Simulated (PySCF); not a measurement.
Gas-phase XPS of `[C]1[C]2[C][Si]12`, computed

Compound: C3Si (singlet state).
Bonds: C1–C2, C2–C3, C3–Si4, C1–Si4, C2–Si4.

Method: delta-SCF UKS SCAN, pcX-2 on the ionised atom, pcseg-1 elsewhere, spin-free X2C (PySCF 2.14.0). Vertical ΔSCF values, vacuum level as zero.

Task: What binding energy does each computed site have?

Result: 
| atom(s) | environment | level | binding energy (eV) | above the level's lowest (eV) | count |
| --- | --- | --- | --- | --- | --- |
| C1/C3 | carbon bonded to C and Si | C 1s | 292.33 | +0.11 | 2 |
| C2 | carbon bonded to 2 C and Si | C 1s | 292.22 | 0.00 | 1 |
| Si4 | silicon bonded to 3 C | Si 1s | 1848.98 | 0.00 | 1 |

The 2 C 1s values lie within 0.11 eV of each other; Gaussian lines of 0.5 eV full width would blend them into one maximum.

Task: Which photon wavelength matches the C 1s of C2 threshold?

Result: λ = hc/E = 12398.42 eV Å / 292.22 eV = 42.428 Å.

Atoms equivalent by their bonding share one computed value, that of the first of them. Not every level is listed. Spin contamination (⟨S²⟩ against 0.75 for a pure doublet) is marked for C 1s of C1/C3 (0.93), which makes this value less certain. Isolated species at its PBE0-D3(BJ)/def2-SVP geometry, gas phase.
